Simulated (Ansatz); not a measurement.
System: SnCl₂, charge 0, singlet. SnCl2 (SMILES [Cl][Sn][Cl]).
B3LYP-D3(BJ)/def2-TZVP minimum from Ansatz (an electronic-structure program):
```
Sn
Cl 1 2.3879
Cl 1 2.3879 2 98.82
```

Total energies in hartree (Ansatz). Radicals and triplets start from unrestricted determinants; spin-orbit coupling is neglected. Correlated methods leave the cores frozen (noble-gas shells, and filled d and f shells in the p block). Past Kr the def2 sets carry scalar-relativistic core potentials. Spin-orbit terms, left out, reach several kcal/mol for Br and I, and more for heavier atoms.

```tsv
species	HF/def2-TZVPP	CCSD(T)/def2-TZVPP	HF/def2-QZVPP	CCSD(T)/def2-QZVPP	CCSDT(Q)/def2-TZVPP
1: SnCl2 (SMILES [Cl][Sn][Cl])	-1132.49630	-1133.00835	-1132.52425	-1133.08414	-1133.01075
2: Sn (triplet)	-213.33992	-213.39742	-213.34066	-213.40091	-213.39789
3: Cl (doublet)	-459.47685	-459.66464	-459.48954	-459.69535	-459.66548
```

Task: Work out the atomisation energy (electronic, to ground-state atoms) in kcal/mol: take Hartree-Fock from def2-QZVPP, extrapolate the CCSD(T) correlation energy as X^-3 (X = 3, 4), and add CCSDT(Q) - CCSD(T) in def2-TZVPP. 1 hartree = 627.51 kcal/mol.

Result: 
Species 1: correlation (64·(-0.55989) - 27·(-0.51205))/37 = -0.59480; step -0.00240; E1 = -1132.52425 + (-0.59480) + (-0.00240) = -1133.12145
Species 2: correlation (64·(-0.06025) - 27·(-0.05750))/37 = -0.06226; step -0.00047; E2 = -213.34066 + (-0.06226) + (-0.00047) = -213.40339
Species 3: correlation (64·(-0.20581) - 27·(-0.18779))/37 = -0.21896; step -0.00084; E3 = -459.48954 + (-0.21896) + (-0.00084) = -459.70934
-1·E1 +1·E2 +2·E3 = 0.29938 hartree = 187.9 kcal/mol.
